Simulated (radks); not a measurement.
Polarisabilities and homonuclear dispersion coefficients (atomic units). Level of theory: non-relativistic Kohn-Sham, exchange-only LDA, spin-polarised, spherical densities, point nucleus; open shells are filled with parallel spins first (spin-orbit coupling, left out, can overturn this in heavy ions) (a radial shooting solver on a logarithmic mesh with Libxc functionals). Response by self-consistent Sternheimer equations with the Hartree and adiabatic exchange-only LDA kernel. For heavy and open-shell atoms this level of theory can miss by tens of per cent. "Uncoupled" leaves out the induced potential. Quadrupole and octupole values are given only where no p, d or f shell is open.

| species | configuration | alpha1 (bohr^3) | alpha1, uncoupled | C6 | recommended alpha1 |
|---|---|---|---|---|---|
| Eu | [Xe] 4f7 6s2 | 230.2 | 461.6 | 3974 | 184 +/- 20 |
| Eu+ | [Xe] 4f7 6s1 | 100.7 | 140.5 | 934.7 | - |
| Eu2+ | [Xe] 4f7 | 8.689 | 17.38 | 54.28 | - |
| Eu3+ | [Xe] 4f6 | 6.147 | 11.29 | 35.71 | - |
| Eu4+ | [Xe] 4f5 | 4.842 | 8.611 | 25.46 | - |
| Eu5+ | [Kr] 4d10 4f5 5s2 5p5 | 4.065 | 7.251 | 18.81 | - |
| Eu6+ | [Kr] 4d10 4f5 5s2 5p4 | 3.463 | 6.196 | 14.02 | - |

Recommended values: Schwerdtfeger and Nagle, table of static dipole polarisabilities (2023 update), measured or computed.

Beside tabulated values, note that relativity, absent from the non-relativistic runs, is large for the heavy elements.
